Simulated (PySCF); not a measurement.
PySCF input file for CH5NO2Si2, SMILES N#CO[SiH2][SiH2]O, TDA-B3LYP/def2-SVPD. Coordinates come from a PBE-D3(BJ)/def2-SVP optimisation. The structure was generated by enumeration, and PubChem lists no compound with its InChIKey, so it may never have been made. Other conformers were not sampled.

```python
import numpy as np
from pyscf import gto, scf, dft, tdscf

mol = gto.M(
    atom='''
    N     2.48292049    1.42628859   -0.83927685
    C     1.86449750    0.45454550   -1.09081240
    O     1.18695702   -0.60161776   -1.38404442
    Si   -0.11416396   -1.17179124   -0.34686111
    Si   -0.95259558    0.66338397    0.87776710
    O    -2.31004635   -0.02937046    1.60191581
    H     0.46986809   -2.25424007    0.51491675
    H    -1.09043953   -1.77057285   -1.31176342
    H     0.06268931    1.14683627    1.87851566
    H    -1.29070548    1.79310417   -0.05975705
    H    -2.79949287    0.53918660    2.22224521
    ''',
    basis='def2-SVPD',
    charge=0,
    spin=0,
    max_memory=1600,
    verbose=4,
)
mf = dft.RKS(mol, xc='b3lyp').density_fit(auxbasis='def2-universal-jkfit')
mf.grids.level = 3
mf.conv_tol = 1e-9
mf.max_cycle = 100
mf.kernel()
mf.grids = dft.Grids(mol).set(level=1).build(with_non0tab=True)  # coarser grid for the response kernel
td = tdscf.TDA(mf)
td.singlet = True
td.nstates = 10
td.conv_tol = 1e-4
td.positive_eig_threshold = 1e-6
td.kernel(x0=td.get_init_guess(mf, 15))
td.analyze()
tt = tdscf.TDA(mf)
tt.singlet = False
tt.nstates = 4
tt.conv_tol = 1e-4
tt.positive_eig_threshold = 1e-6
tt.kernel(x0=tt.get_init_guess(mf, 9))
tt.analyze(verbose=3)
```

Log of the run:

```
PySCF version 2.14.0

[INPUT] verbose = 4
[INPUT] num. atoms = 11
[INPUT] num. electrons = 62
[INPUT] charge = 0
[INPUT] spin (= nelec alpha-beta = 2S) = 0
[INPUT] symmetry False subgroup None
[INPUT] Mole.unit = angstrom
[INPUT] Symbol           X                Y                Z      unit          X                Y                Z       unit  Magmom
[INPUT]  1 N      2.482920490000   1.426288590000  -0.839276850000 AA    4.692039715171   2.695294809692  -1.586003389188 Bohr   0.0
[INPUT]  2 C      1.864497500000   0.454545500000  -1.090812400000 AA    3.523389634936   0.858966506153  -2.061336689280 Bohr   0.0
[INPUT]  3 O      1.186957020000  -0.601617760000  -1.384044420000 AA    2.243023689430  -1.136892798074  -2.615464898032 Bohr   0.0
[INPUT]  4 Si    -0.114163960000  -1.171791240000  -0.346861110000 AA   -0.215738617696  -2.214364518764  -0.655472501163 Bohr   0.0
[INPUT]  5 Si    -0.952595580000   0.663383970000   0.877767100000 AA   -1.800144753671   1.253614018727   1.658739420154 Bohr   0.0
[INPUT]  6 O     -2.310046350000  -0.029370460000   1.601915810000 AA   -4.365354936551  -0.055502125552   3.027182155511 Bohr   0.0
[INPUT]  7 H      0.469868090000  -2.254240070000   0.514916750000 AA    0.887922004772  -4.259896351320   0.973051634451 Bohr   0.0
[INPUT]  8 H     -1.090439530000  -1.770572850000  -1.311763420000 AA   -2.060632067099  -3.345897770091  -2.478873604023 Bohr   0.0
[INPUT]  9 H      0.062689310000   1.146836270000   1.878515660000 AA    0.118465626838   2.167206460018   3.549880118107 Bohr   0.0
[INPUT] 10 H     -1.290705480000   1.793104170000  -0.059757050000 AA   -2.439079864675   3.388475794116  -0.112924458512 Bohr   0.0
[INPUT] 11 H     -2.799492870000   0.539186600000   2.222245210000 AA   -5.290274811973   1.018915004035   4.199434828527 Bohr   0.0

nuclear repulsion = 334.183470534486
number of shells = 74
number of NR pGTOs = 260
number of NR cGTOs = 174
basis = def2-SVPD
ecp = {}


[settings echo left out]
init E= -825.401297153432
  HOMO = -0.300848687201389  LUMO = -0.0905980826138992  gap/eV = 5.72121
cycle= 1 E= -824.83539892867  delta_E= 0.566  |g|= 0.963  |ddm|= 4.12
  HOMO = -0.20530636255062  LUMO = -0.0786067926308109  gap/eV = 3.44767
cycle= 2 E= -824.285082934661  delta_E= 0.55  |g|= 1.88  |ddm|= 2.65
  HOMO = -0.295764307782189  LUMO = -0.0679719440536717  gap/eV = 6.19855
cycle= 3 E= -825.003915999765  delta_E= -0.719  |g|= 0.287  |ddm|= 1.88
  HOMO = -0.302378423610484  LUMO = -0.0692872472308861  gap/eV = 6.34273
cycle= 4 E= -825.017485500231  delta_E= -0.0136  |g|= 0.136  |ddm|= 0.314
  HOMO = -0.305939262347716  LUMO = -0.0658827483116542  gap/eV = 6.53227
cycle= 5 E= -825.021023684101  delta_E= -0.00354  |g|= 0.0389  |ddm|= 0.152
  HOMO = -0.303921993158723  LUMO = -0.0667916488530138  gap/eV = 6.45265
cycle= 6 E= -825.021335496313  delta_E= -0.000312  |g|= 0.00953  |ddm|= 0.0425
  HOMO = -0.303776260075499  LUMO = -0.0668753124890542  gap/eV = 6.44640
cycle= 7 E= -825.021352613587  delta_E= -1.71e-05  |g|= 0.00202  |ddm|= 0.0111
  HOMO = -0.303913008573058  LUMO = -0.0667895190472021  gap/eV = 6.45246
cycle= 8 E= -825.021353635176  delta_E= -1.02e-06  |g|= 0.00035  |ddm|= 0.00291
  HOMO = -0.303884359048805  LUMO = -0.0667946188920534  gap/eV = 6.45154
cycle= 9 E= -825.021353665295  delta_E= -3.01e-08  |g|= 5.76e-05  |ddm|= 0.000503
  HOMO = -0.303891979027592  LUMO = -0.0667973847236145  gap/eV = 6.45167
cycle= 10 E= -825.021353666056  delta_E= -7.62e-10  |g|= 1.29e-05  |ddm|= 0.000105
  HOMO = -0.303889915964644  LUMO = -0.0667957965246733  gap/eV = 6.45166
Extra cycle  E= -825.02135366595  delta_E= 1.07e-10  |g|= 2.59e-05  |ddm|= 3.97e-05
converged SCF energy = -825.02135366595
tot grids = 45848
Overwritten attributes  positive_eig_threshold  of <class 'pyscf.tdscf.rks.TDA'>


******** <class 'pyscf.tdscf.rks.TDA'> for <class 'pyscf.df.df_jk.DFRKS'> ********
nstates = 10 singlet
deg_eia_thresh = 1.000e-03
wfnsym = None
conv_tol = 0.0001
eigh lindep = 1e-12
eigh level_shift = 0
eigh max_cycle = 100


Excitation energies (eV)
[5.51832925 5.84846269 6.14380614 6.2559684  6.95686552 7.22594983
 7.25901079 7.34875825 7.38561136 7.47242794]

** Singlet excitation energies and oscillator strengths **
Excited State   1:      5.51833 eV    224.68 nm  f=0.0065
      31 -> 32       -0.69973
Excited State   2:      5.84846 eV    211.99 nm  f=0.0126
      30 -> 32       -0.69560
Excited State   3:      6.14381 eV    201.80 nm  f=0.0060
      28 -> 32        0.23562
      29 -> 32        0.65688
Excited State   4:      6.25597 eV    198.19 nm  f=0.0042
      28 -> 32        0.65977
      29 -> 32       -0.22984
Excited State   5:      6.95687 eV    178.22 nm  f=0.0050
      31 -> 33        0.58995
      31 -> 34       -0.10711
      31 -> 35       -0.26738
      31 -> 39        0.10896
Excited State   6:      7.22595 eV    171.58 nm  f=0.0028
      30 -> 34        0.10610
      31 -> 33       -0.11826
      31 -> 34       -0.66134
Excited State   7:      7.25901 eV    170.80 nm  f=0.0154
      26 -> 32        0.11453
      30 -> 33       -0.38221
      30 -> 35        0.11466
      31 -> 33        0.29082
      31 -> 35        0.42062
Excited State   8:      7.34876 eV    168.71 nm  f=0.0232
      26 -> 32       -0.17864
      27 -> 32        0.13769
      30 -> 33        0.47961
      31 -> 33        0.14863
      31 -> 35        0.38469
      31 -> 36       -0.10952
Excited State   9:      7.38561 eV    167.87 nm  f=0.0049
      26 -> 32        0.58021
      27 -> 32       -0.25730
      30 -> 33        0.21570
      31 -> 36       -0.10813
Excited State  10:      7.47243 eV    165.92 nm  f=0.0051
      26 -> 32       -0.28626
      27 -> 32       -0.63117

** Transition electric dipole moments (AU) **
state          X           Y           Z        Dip. S.      Osc.
  1         0.0911     -0.2003      0.0005      0.0484      0.0065
  2         0.0563      0.2558      0.1390      0.0880      0.0126
  3        -0.1168     -0.1569     -0.0408      0.0399      0.0060
  4         0.0320      0.1630      0.0093      0.0277      0.0042
  5         0.0632      0.0648     -0.1449      0.0292      0.0050
  6        -0.0357      0.0868      0.0824      0.0156      0.0028
  7        -0.0727      0.2051     -0.1980      0.0866      0.0154
  8        -0.1556      0.2968      0.1282      0.1287      0.0232
  9        -0.0142      0.0575      0.1535      0.0271      0.0049
 10        -0.1498     -0.0721      0.0106      0.0277      0.0051

** Transition velocity dipole moments (imaginary part, AU) **
state          X           Y           Z        Dip. S.      Osc.
  1         0.0078     -0.0002     -0.0089      0.0001      0.0005
  2        -0.0031      0.0098      0.0084      0.0002      0.0005
  3        -0.0113     -0.0080     -0.0164      0.0005      0.0014
  4        -0.0109      0.0182     -0.0044      0.0005      0.0014
  5         0.0313     -0.0083     -0.0082      0.0011      0.0029
  6        -0.0021      0.0266      0.0314      0.0017      0.0043
  7        -0.0020      0.0255     -0.0221      0.0011      0.0028
  8        -0.0466      0.0816      0.0266      0.0095      0.0235
  9        -0.0136      0.0162      0.0300      0.0013      0.0033
 10        -0.0385     -0.0196     -0.0014      0.0019      0.0045

** Transition magnetic dipole moments (imaginary part, AU) **
state          X           Y           Z
  1        -0.0671     -0.2045      0.2117
  2        -0.3886      0.2207     -0.3735
  3        -0.1264      0.8202     -0.1325
  4         0.3364      0.5831      0.4581
  5         0.0735      0.2107      0.1113
  6        -0.1718      0.1646     -0.3481
  7         0.1814     -0.0944      0.3131
  8        -0.1599      0.3742      0.0233
  9         0.0042     -0.9439     -0.5073
 10         0.1571      0.1483      0.3473


******** <class 'pyscf.tdscf.rks.TDA'> for <class 'pyscf.df.df_jk.DFRKS'> ********
nstates = 4 triplet
deg_eia_thresh = 1.000e-03
wfnsym = None
conv_tol = 0.0001
eigh lindep = 1e-12
eigh level_shift = 0
eigh max_cycle = 100


Excitation energies (eV)
[5.11980321 5.49763103 5.88306387 5.98786624]

** Triplet excitation energies and oscillator strengths **
Excited State   1:      5.11980 eV    242.17 nm  f=0.0000
Excited State   2:      5.49763 eV    225.52 nm  f=0.0000
Excited State   3:      5.88306 eV    210.75 nm  f=0.0000
Excited State   4:      5.98787 eV    207.06 nm  f=0.0000
```

The run converged.
